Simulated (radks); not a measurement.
Ga+, configuration [Ar] 3d10 4s2. Method: Dirac Kohn-Sham, LDA (Slater exchange, Perdew-Wang correlation), spin-unpolarised, spherical densities, finite nucleus; Fermi nuclear charge, rms radius 3.9973 fm; computed with a radial shooting solver on a logarithmic mesh with Libxc functionals.

Unscreened Slater integrals over Kohn-Sham orbitals (cm^-1). Large and small components are both included.

integral          value
F0(4s1/2,4s1/2)   89914
F0(4s1/2,3d5/2)  114540
G2(4s1/2,3d5/2)   12118
F0(4s1/2,3d3/2)  114630
G2(4s1/2,3d3/2)   11925
F0(4s1/2,3p3/2)  116410
G1(4s1/2,3p3/2)  6673.0
F0(3d5/2,3d5/2)  252850
F2(3d5/2,3d5/2)  115890
F4(3d5/2,3d5/2)   71895
F0(3d5/2,3d3/2)  253800
F2(3d5/2,3d3/2)  116340
G2(3d5/2,3d3/2)  116190
G4(3d5/2,3d3/2)   72087
F0(3d5/2,3p3/2)  269460
F2(3d5/2,3p3/2)  126300
G1(3d5/2,3p3/2)  155380
G3(3d5/2,3p3/2)   94340
F0(3d3/2,3d3/2)  254760
F2(3d3/2,3d3/2)  116800
F0(3d3/2,3p3/2)  270520
F2(3d3/2,3p3/2)  126810
G1(3d3/2,3p3/2)  155850
G3(3d3/2,3p3/2)   94656
F0(3p3/2,3p3/2)  290390
F2(3p3/2,3p3/2)  144590
